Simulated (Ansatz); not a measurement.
Cost and result for the atomization energy of `[PH3+][B-](Cl)(Cl)Cl` (8 atoms, 7 bonds).

```xyz
8

P     0.3561    0.8560   -0.1338
B    -0.4006   -0.9632    0.1499
Cl   -1.8816   -1.0013   -0.9126
Cl    0.9313   -2.0886   -0.3823
Cl   -0.7599   -1.0216    1.9366
H    -0.4935    1.9211    0.2089
H     0.7218    1.1572   -1.4564
H     1.5263    1.1404    0.5896
```

Charge 0, multiplicity 1. All single points use the PBE0-D4/def2-TZVP geometry. It is one conformer, not always the lowest. Program: Ansatz. All runs use 4 threads of an Arm Neoverse V2 on a shared host. Times are those of one run each, without the atoms' runs, and a repeat can differ threefold. Electronic energies, without spin–orbit coupling; frozen cores. CCSD(T)/CBS adds CCSD(T) − MP2 in def2-TZVPP to the MP2 limit, and its time is that of the two runs behind it. T1 = 0.011. B3LYP takes the VWN-RPA correlation (the form of Gaussian; ORCA's B3LYP/G). HSE06 is the plane-wave form, built on full-range PBE exchange.

CCSD(T)/CBS is a level of theory with its own doubt, some kJ/mol a heavy atom from the limit and from the frozen cores, so smaller differences don't rank the functionals.

| level | functions | wall time |
| --- | --- | --- |
| PBE-D4/def2-TZVPP (with forces) | 241 | 2 s |
| CCSD(T)/def2-SVP | 101 | 2.1 s |
| BHLYP-D4/def2-TZVPP | 241 | 2.9 s |
| HSE06-D4/def2-TZVPP | 241 | 3 s |
| CAM-B3LYP-D4/def2-TZVPP | 241 | 3.1 s |
| r2SCAN-D4/def2-TZVPP (with forces) | 241 | 4.2 s |
| B2PLYP/def2-TZVPP | 241 | 4.2 s |
| B3LYP-D4/def2-TZVPP (with forces) | 241 | 4.3 s |
| ωB97X-V/def2-TZVPP | 241 | 7 s |
| ωB97M-V/def2-TZVPP (with forces) | 241 | 10 s |
| MP2/def2-QZVPP | 427 | 13 s |
| CCSD(T)/def2-TZVPP | 241 | 84 s |
| CCSD(T)/CBS(def2) | – | 97 s |

**Question.** What atomization energy does each give, and how far from CCSD(T)/CBS? (Best estimate.)

**Answer.** Ansatz gave: 
```json
{"level": "PBE-D4/def2-TZVPP (with forces)", "atomization (kcal/mol)": "588.9", "difference from CCSD(T)/CBS": "15.7", "per bond": "2.2"}
{"level": "CCSD(T)/def2-SVP", "atomization (kcal/mol)": "532.7", "difference from CCSD(T)/CBS": "-40.5", "per bond": "-5.8"}
{"level": "BHLYP-D4/def2-TZVPP", "atomization (kcal/mol)": "559.3", "difference from CCSD(T)/CBS": "-13.9", "per bond": "-2.0"}
{"level": "HSE06-D4/def2-TZVPP", "atomization (kcal/mol)": "581.0", "difference from CCSD(T)/CBS": "7.8", "per bond": "1.1"}
{"level": "CAM-B3LYP-D4/def2-TZVPP", "atomization (kcal/mol)": "572.4", "difference from CCSD(T)/CBS": "-0.8", "per bond": "-0.1"}
{"level": "r2SCAN-D4/def2-TZVPP (with forces)", "atomization (kcal/mol)": "581.8", "difference from CCSD(T)/CBS": "8.6", "per bond": "1.2"}
{"level": "B2PLYP/def2-TZVPP", "atomization (kcal/mol)": "563.4", "difference from CCSD(T)/CBS": "-9.8", "per bond": "-1.4"}
{"level": "B3LYP-D4/def2-TZVPP (with forces)", "atomization (kcal/mol)": "572.4", "difference from CCSD(T)/CBS": "-0.8", "per bond": "-0.1"}
{"level": "ωB97X-V/def2-TZVPP", "atomization (kcal/mol)": "581.3", "difference from CCSD(T)/CBS": "8.1", "per bond": "1.2"}
{"level": "ωB97M-V/def2-TZVPP (with forces)", "atomization (kcal/mol)": "581.8", "difference from CCSD(T)/CBS": "8.6", "per bond": "1.2"}
{"level": "MP2/def2-QZVPP", "atomization (kcal/mol)": "581.0", "difference from CCSD(T)/CBS": "7.8", "per bond": "1.1"}
{"level": "CCSD(T)/def2-TZVPP", "atomization (kcal/mol)": "553.5", "difference from CCSD(T)/CBS": "-19.7", "per bond": "-2.8"}
{"level": "CCSD(T)/CBS(def2)", "atomization (kcal/mol)": "573.2", "difference from CCSD(T)/CBS": "0.0", "per bond": "0.0"}
```

Leaving LDA and LC-ωPBE aside and taking each functional with its dispersion term where it has one, the values spread over 29.6 kcal/mol, from BHLYP-D4 to PBE-D4. LDA lies +85.8 kcal/mol from PBE without D4, its usual overbinding. The D4 term adds +11.9 kcal/mol with B3LYP and +6.2 kcal/mol with PBE0; it sums over pairs of atoms, weighted by their polarisabilities, and B3LYP, whose exchange is more repulsive, gets the larger term. From PBE to PBE0 (25 % exact exchange), in def2-TZVPP and without D4, the atomization energy moves by −7.2 kcal/mol: exact exchange takes away binding that semilocal exchange gives to molecules.
